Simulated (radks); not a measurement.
Task: The mean radii <r> (bohr) of the occupied orbitals of an atom or ion are listed with their occupations. Calculated with a radial shooting solver on a logarithmic mesh with Libxc functionals: non-relativistic Kohn-Sham, TPSS, spin-polarised, spherical densities, point nucleus; meta-GGA in the generalised Kohn-Sham scheme.

orbital  occ.      <r>
1s up       1  0.02571
1s down     1  0.02571
2s up       1   0.1082
2s down     1   0.1082
2p up       3  0.09185
2p down     3  0.09184
3s up       1   0.2565
3s down     1   0.2568
3p up       1   0.2431

Name the element and its charge. Open shells, if any, are filled with parallel spins first.

Result: Z = 59, praseodymium, charge +46: Pr46+ in [Ne] 3s2 3p1. The 1s radius gives Z: for a bare nucleus <r> = 1.5/Z, 0.02542 bohr for Z = 59, and screening makes it slightly larger (0.02571 here). The occupations add up to 13, and the charge is Z minus that.
